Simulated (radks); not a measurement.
Q: Lu+, 70 electrons, occupied as [Xe] 4f14 6s2. All-electron calculation, scalar-relativistic Kohn-Sham, PBEsol, spin-unpolarised, spherical densities, point nucleus; hard spherical wall at 1.5 bohr. Program: a radial shooting solver on a logarithmic mesh with Libxc functionals. Some entries of the table are withheld. Estimate them.

orbital  occ.  eigenvalue (hartree)  <1/r> (bohr^-1)  <r> (bohr)
1s          2             -2318.006            82.21     0.01932
2s          2             -390.4843            19.18     0.08187
2p          6             -342.9069            17.55     0.07295
3s          2                   (1)            7.080      0.2130
3p          6             -70.63230            6.576      0.2127
3d         10             -53.47893            6.225      0.1929
4s          2             -13.68928              (2)      0.4848
4p          6              -9.09193            2.676      0.5183
4d         10              -3.09545            2.342      0.5640
5s          2               1.96779            1.482      0.9143
4f         14               3.59215            1.885      0.6442
5p          6               3.77492            1.473      0.9276
5d          0               6.52494            1.512      0.9204
6s          2              14.90502            1.761      0.9002
6p          0                   (3)            1.776      0.8869
7s          0              34.18865            1.975      0.8686

A: 
(1) 3s eigenvalue (hartree): -84.89858
(2) 4s <1/r> (bohr^-1): 2.955
(3) 6p eigenvalue (hartree): 17.07659
